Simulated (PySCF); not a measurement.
Input and output of an EPR job on `[GeH2][S][GeH3]` [radical].

Method: PySCF 2.14.0, UKS B3LYP, def2-TZVP with a decontracted core on Ge, pcH-1 on H S, non-relativistic, mean-field spin-orbit, GIAO.

Input of the driver that calls PySCF (job settings, then Cartesian coordinates in Å):

```
{"job": {"kind": "epr", "basis": "pcH-1"}, "charge": 0, "multiplicity": 2}
Ge     1.9185     0.1182     0.9479
S      0.2861    -1.3583     0.4675
Ge    -1.4567    -0.0122     0.3748
H      1.7472     1.1634    -0.2266
H      3.1106    -0.7269     0.3777
H     -1.7957     0.5043     1.7440
H     -2.5927    -0.8382    -0.1433
H     -1.2081     1.1592    -0.5316
```

Output:

```
UKS, coarse grid
  cycle   1  E = -4555.19001801  |g| = 1.86e+00
  cycle   2  E = -4555.00113099  |g| = 1.29e+00
  cycle   3  E = -4555.19639721  |g| = 6.31e-01
  cycle   4  E = -4555.31456590  |g| = 1.53e-01
  cycle   5  E = -4555.32685231  |g| = 4.14e-02
  cycle   6  E = -4555.32787267  |g| = 6.70e-03
  cycle   7  E = -4555.32790109  |g| = 3.63e-03
  cycle   8  E = -4555.32790885  |g| = 1.77e-03
  cycle   9  E = -4555.32791107  |g| = 7.08e-04
UKS, final grid
  cycle   1  E = -4555.32794098  |g| = 7.32e-04
  cycle   2  E = -4555.32794032  |g| = 1.36e-03
  cycle   3  E = -4555.32794133  |g| = 7.20e-05
  cycle   4  E = -4555.32794133  |g| = 4.61e-05
  cycle   5  E = -4555.32794133  |g| = 1.08e-05
E = -4555.32794133 Eh   <S^2> = 0.7532 (exact 0.7500)
g shifts (ppm)      1          2          3
  rmc          -171       -171       -171
  gc             -4         23         15
  oz_so          14      18305      31211
  total        -160      18157      31055
hyperfine (MHz)  atom isotope    a_iso     a_fc   dipolar eigenvalues
    0  73Ge    -268.71    -270.91    -51.05     24.83     26.22
    1   33S       5.41       3.88    -26.34    -23.03     49.36
    2  73Ge       2.05       2.08     -0.21     -0.16      0.36
    3    1H     183.67     183.56     -4.50     -0.79      5.28
    4    1H     136.81     136.70     -4.63     -0.71      5.34
    5    1H       8.32       8.31     -1.49     -0.90      2.39
    6    1H       0.98       0.96     -1.10     -0.85      1.95
    7    1H       0.29       0.26     -1.29     -0.84      2.13
```

Atoms in this output count from 0. The g shifts stand along the tensor's principal axes 1 to 3: rmc is the relativistic mass correction, gc the gauge correction, oz_so the orbital-Zeeman/spin–orbit term. a_fc is the Fermi-contact part of a_iso, which also holds a spin–orbit part where one was computed. The run used 251 basis functions and 14 SCF iterations in all.

The run took 3.8 min of wall time on one thread, Arm Neoverse N1, no GPU (shared host).

Problem. Where does the spin sit (Mulliken spin populations, atoms from 0)?

Solution. 0 Ge +0.60, 1 S +0.22, 3 H +0.10, 4 H +0.07, 5 H +0.01. Over all atoms they add up to 1.

One conformer (not necessarily the lowest) at the GFN2-xTB geometry, without solvent, vibrations or thermal averaging. Scalar relativity, which matters for contact couplings of copper and heavier atoms, is left out.
Labels such as C1 count atoms from 1, the log's own numbers from 0.
